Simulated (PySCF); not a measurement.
In(OH)2(SH) (H₃InO₂S), SMILES [SH][In]([OH])[OH].

Geometry optimised at B3LYP-D3(BJ)/def2-SVP. The def2 effective core potentials stand for the cores of In; spin–orbit coupling is left out. Other conformers were not sampled.

The numbers are results of IEF-PCM-PBE0/def2-SVP (PySCF), not measurements.

The values are the electrostatic part of the solvation free energy, E(continuum) − E(gas) at the gas-phase geometry, in a cavity of scaled van der Waals radii (PySCF's table); cavitation and dispersion terms are not included. A continuum can't describe solvent molecules that bind to the metal. In vacuum the orbital gap is 5.82 eV. The dipole moment in vacuum is 0.66 D.

Computed values in water (ε = 78.36), dimethylsulfoxide (ε = 46.83), 1-octanol (ε = 9.86):
| solvent | ε | ΔG(elec) (kcal/mol) | dipole (D) | gap (eV) |
|---|---|---|---|---|
| water | 78.36 | -11.8 | 0.73 | 5.97 |
| dimethylsulfoxide | 46.83 | -11.6 | 0.73 | 5.97 |
| 1-octanol | 9.86 | -10.1 | 0.71 | 5.95 |
